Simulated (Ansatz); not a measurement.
Basis sets compared for Al6Cu4. Charge 0, multiplicity 1. Geometry PBE-D4/def2-SVP. Ansatz on 4 threads of Intel Xeon Platinum 8488C on a shared host; times are rough, and most runs start from earlier orbitals.

```tsv
atom	x (Å)	y (Å)	z (Å)
Cu1	0.736	1.765	1.675
Cu2	1.749	-0.478	1.020
Cu3	-2.177	-0.801	0.762
Cu4	1.231	-1.048	-1.345
Al5	-0.087	-2.080	0.405
Al6	-1.478	1.546	0.511
Al7	0.607	0.477	-3.371
Al8	-1.250	-0.311	-1.365
Al9	-0.337	-0.279	2.305
Al10	1.007	1.208	-0.596
```

The restricted singlet is unstable towards broken spin symmetry in Hartree–Fock (as tested in another run); at PBE-D4/def2-SVP, PBE-D4/def2-TZVP, PBE0-D4/def2-SVP, PBE0-D4/def2-TZVP this wasn't settled. No other spin state of charge 0 was run. Another isomer (singlet) lies 0.05 eV lower at PBE0-D4/def2-TZVP; other spin states weren't run for this one.

Binding counts from free atoms (Cu doublet, Al doublet) in the same basis, without a counterpoise term.

```csv
level,functions,energy (Eh),HOMO (eV),LUMO (eV),binding per atom (eV),wall time
PBE-D4/def2-SVP,232,-8013.7686,-4.38,-3.60,2.77,4.6 s
PBE0-D4/def2-SVP,232,-8013.8521,-4.95,-3.11,2.48,11 s
```

Task: Estimate the rows for PBE-D4/def2-TZVP (with forces), PBE0-D4/def2-TZVP.

Result: 
```csv
level,functions,energy (Eh),HOMO (eV),LUMO (eV),binding per atom (eV),wall time
PBE-D4/def2-TZVP (with forces),402,-8015.2693,-4.38,-3.61,2.52,14 s
PBE0-D4/def2-TZVP,402,-8015.3105,-4.94,-3.08,2.29,48 s
```
